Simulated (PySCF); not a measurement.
Heteronuclear NMR

Geometry:
```
atom   x (Å)   y (Å)   z (Å)
  F1  -2.131  -0.662   1.825
  C2  -1.923   0.102   0.701
  C3  -0.498   0.560   0.657
  C4   0.088  -0.103  -0.339
  O5   1.367  -0.138  -0.789
  C6   2.349   0.468  -0.073
  F7   3.478   0.264  -0.715
  F8   2.144   1.776   0.039
  F9   2.445  -0.034   1.150
 C10  -0.897  -0.969  -1.055
 O11  -2.121  -0.658  -0.440
 H12  -2.679   0.905   0.734
 H13  -0.056   1.243   1.378
 H14  -0.637  -2.039  -0.951
 H15  -0.948  -0.735  -2.132
```

One averaged value for each set of equivalent atoms, a single conformation, no relativistic terms, in vacuum. PBE0-D3(BJ)/def2-SVP structure; GIAO PBE0/pcSseg-1 shieldings; B3LYP/pcJ-1 coupling constants (spin–dipole term only in couplings to heteroatoms); PySCF.

(1) Where does ¹⁹F resonate?

(2) What are the ¹⁷O shifts?

Results:

(1) 
```
   atoms                environment  σ (ppm)  δ (ppm)
F7/F8/F9  fluorine of an OCF3 group    252.5    -62.2
      F1  fluorine on an sp3 carbon    293.8   -101.1
```

Shieldings were converted by a linear fit to measured shifts: ¹⁹F: δ = 160.63 − 0.942σ +14.9 on sp3 carbon (rms 6.9 ppm, 221 shifts, 7.7 ppm with the 5 outliers that the fit left out vs CFCl3, solution or neat liquid). A few per cent of atoms miss by over 2 rms, more outside the fitted compound classes. Couplings are scaled by factors fitted to measured values: ²J(H,H) × 0.91 (rms 0.6 Hz), ³J(H,H) × 0.91 (rms 0.4 Hz, 0.5 with 2 outliers), ¹J(C,F) × 0.77 (rms 7.3 Hz), ²J(C,F) × 1.09 (rms 1.9 Hz, 5.0 with 1 outliers), ³J(C,F) × 1.48 (rms 1.3 Hz); all others are unscaled and can be 10–30 % off.

Couplings (the largest are listed; each averaged over equivalent pairs): ¹J(C6,F7) = -261.7 Hz, ¹J(F1,C2) = -223.0 Hz, ²J(F1,H12) = 79.1 Hz, ²J(F1,O11) = -41.3 Hz, ²J(F1,C3) = 22.6 Hz, ²J(O5,F7) = -17.3 Hz, ²J(F7,F8) = -5.3 Hz, ³J(F1,C4) = 15.1 Hz, ³J(F1,C10) = -12.5 Hz, ³J(C4,F7) = 2.3 Hz.

On a 500 MHz spectrometer ¹⁹F resonates near 470.5 MHz, so 1 ppm is 470.5 Hz.

(2) 
```csv
atoms,environment,σ (ppm),δ (ppm)
O5,ether oxygen,163.4,118.4
O11,ether oxygen,250.6,40.6
```

Shieldings were converted by a linear fit to measured shifts: ¹⁷O (scatter 13.4 ppm rms, 14.2 ppm with the 1 outlier that the fit left out vs liquid water, solution or neat liquid). A few per cent of atoms miss by over 2 rms, more outside the fitted compound classes. Couplings are scaled by factors fitted to measured values: ²J(H,H) × 0.91 (rms 0.6 Hz), ³J(H,H) × 0.91 (rms 0.4 Hz, 0.5 with 2 outliers), ¹J(C,F) × 0.77 (rms 7.3 Hz), ²J(C,F) × 1.09 (rms 1.9 Hz, 5.0 with 1 outliers), ³J(C,F) × 1.48 (rms 1.3 Hz); all others are unscaled and can be 10–30 % off.

Couplings (the largest are listed; each averaged over equivalent pairs; quadrupolar broadening usually hides them): ²J(F1,O11) = -41.3 Hz, ²J(O5,F7) = -17.3 Hz, ²J(O11,H12) = -16.4 Hz, ²J(O11,H15) = -11.3 Hz, ²J(O11,H14) = -6.3 Hz, ³J(O11,H13) = -1.9 Hz.

On a 600 MHz spectrometer ¹⁷O resonates near 81.3 MHz, so 1 ppm is 81.3 Hz.
